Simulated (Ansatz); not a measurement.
# Worked example: CHBr2Cl + C2HF2 → CHBrCl + C2HBrF2

Species: CHBr2Cl `ClC(Br)Br`, singlet; C2HF2 `F/[C]=C\F`, doublet; CHBrCl `Cl[CH]Br`, doublet; C2HBrF2 `F/C=C(\F)Br`, singlet. A radical takes Br: the energy is the difference in strength between two C–Br bonds in different surroundings.

Shapes, held fixed at every level: PBE0-D4/def2-TZVP. Programs: Ansatz 0.2.0. Electronic energies: no zero-point or thermal term.

At B2PLYP/def2-TZVPP; 1 Eh = 2625.50 kJ/mol:

| species | energy (Eh) |
| --- | --- |
| CHBr2Cl | -5646.302808 |
| C2HF2 | -276.308404 |
| CHBrCl | -3072.477946 |
| C2HBrF2 | -2850.168885 |

Work out ΔE of the reaction at this level.


1. Products less reactants: (-3072.477946) + (-2850.168885) − [(-5646.302808) + (-276.308404)] = -0.035619 Eh = -93.5 kJ/mol.

Other levels give -95.2 (wB97X-V/def2-TZVPP) to -78.0 kJ/mol (HF/def2-TZVPP). No measured value is set beside it here. Spin contamination: C2HF2 (⟨S²⟩ up to 0.94). Open shells run unrestricted. Relativity is left out for Br. Outer-core shells of Br are correlated, in sets that cover them unevenly.
